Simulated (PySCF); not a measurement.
The vertical singlet excitations below were computed for one of the candidates. Computed with PySCF, TDDFT PBE0/def2-SVPD, vertical, gas phase, core orbitals frozen in the response. Geometries: GFN2-xTB, one conformer each.

```csv
state,λ (nm),f
S1,197.8,0.033
S2,189.5,0.184
S3,184.3,0.041
S4,182.2,0.015
S5,179.0,0.063
S6,172.2,0.157
S7,168.8,0.043
S8,164.7,0.017
```

Question: Which structure fits?
A. `N#C[Si]([SiH3])([SiH3])C`
B. `C#C[SiH2]N([SiH3])[SiH3]`
C. `CC(=O)O[SiH2]C=O`

Answer: A. Its S1, at 6.27 eV, is the highest among the candidates; the nearest of the others has S1 at 5.79 eV. S1 is HOMO→LUMO+1 (50%), HOMO→LUMO (44%). Löwdin shares by element: HOMO silicon 61%, nitrogen 9% (atoms not listed hold the other 30%); LUMO silicon 63%, hydrogen 8% or more (atoms not listed hold the other 30%). At the same level the other candidates give, for their lowest levels:
- `C#C[SiH2]N([SiH3])[SiH3]`: 214 nm (f 0.012); 206 nm (f 0.000); 199 nm (f 0.003); 195 nm (f 0.003); 188 nm (f 0.002); T1 4.93 eV; HOMO -7.65, LUMO -0.60 eV
- `CC(=O)O[SiH2]C=O`: 389 nm (f 0.001); 221 nm (f 0.000); 206 nm (f 0.006); 203 nm (f 0.001); 201 nm (f 0.000); T1 2.45 eV; HOMO -7.32, LUMO -1.91 eV
Triplets come from the Tamm–Dancoff approximation.
